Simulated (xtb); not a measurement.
F₄Se, singlet, geometry from GFN2-xTB. Base run: xtb with GFN2-xTB.

Here is a job for xtb.
```
$ xtb mol.xyz --gfn 2 --json

# file mol.xyz
5

Se    -0.00203224     0.00254110     0.35944284
F      0.96817789     1.31904607    -0.34335275
F      1.32333862    -0.96859697    -0.32517209
F     -0.96433922    -1.32384594    -0.33559484
F     -1.31949995     0.96379711    -0.35377550
```

Variants of this job, named by their change:

```
change           ΔE vs base (mEh)  HOMO-LUMO gap (eV)  dipole (D)  G_solv (kcal/mol)  SCF cycles
---------------  ----------------  ------------------  ----------  -----------------  ----------
base                        0.000                6.69        2.48                  -          10
etemp = 1000                0.000                6.69        2.48                  -          10
alpb = dmso                -3.045                6.74        2.56              -2.02          11
acc = 0.0001                0.000                6.69        2.48                  -          14
alpb = benzene             -2.881                6.75        2.57              -1.94          11
gbsa = methanol            -3.174                6.80        2.65              -2.45          11
file = coord                0.000                6.69        2.48                  -          10
```

ALPB and GBSA are two models with their own fitted parameters for each solvent, which aren't always the measured dielectric constant.
